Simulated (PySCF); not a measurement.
A GIAO shielding run with PySCF (density fitting, non-relativistic, gas phase) on SMILES CO[C@@H](CO)[Si@H](N)O[SiH3], C₃H₁₃NO₃Si₂:

```
$ OMP_NUM_THREADS=1 python probes_run.py task.json out

{"job": {"kind": "nmr", "xc": "PBE0", "basis": "pcSseg-1"}, "charge": 0, "multiplicity": 1}
C     -1.868838     1.847409     0.221514
O     -0.957953     1.084595    -0.524179
C     -0.693315    -0.217372     0.002706
C     -1.676097    -1.235663    -0.560575
O     -1.378334    -1.507548    -1.911616
Si     1.083657    -0.592054    -0.579818
N      1.371516    -2.272972    -0.364139
O      2.134833     0.152345     0.408916
Si     2.489634     1.271661     1.521039
H     -1.977364     2.798635    -0.297865
H     -1.492173     2.028486     1.235975
H     -2.849751     1.362313     0.292133
H     -0.774070    -0.192566     1.095576
H     -2.715322    -0.886077    -0.465444
H     -1.574538    -2.180938    -0.025744
H     -1.343822    -0.656017    -2.363054
H      1.312650     0.026130    -1.886013
H      2.326380    -2.593996    -0.386161
H      0.777542    -2.910274    -0.869792
H      3.949593     1.286191     1.534672
H      1.923290     0.849330     2.804412
H      1.922073     2.557765     1.116610
```

Hardware: 1 thread of an Arm Neoverse N1, shared host. The job also computes population analyses, field gradients.

(1) How large is the calculation?

(2) How long does it take, and how much memory does it need?

Results:

(1) 90 electrons, 232 basis functions and 1248 auxiliary functions.

(2) 110 s of wall time, with 14 SCF cycles and 4 response iterations; peak memory 1.1 GiB. Times on a shared host scatter by some tens of per cent.
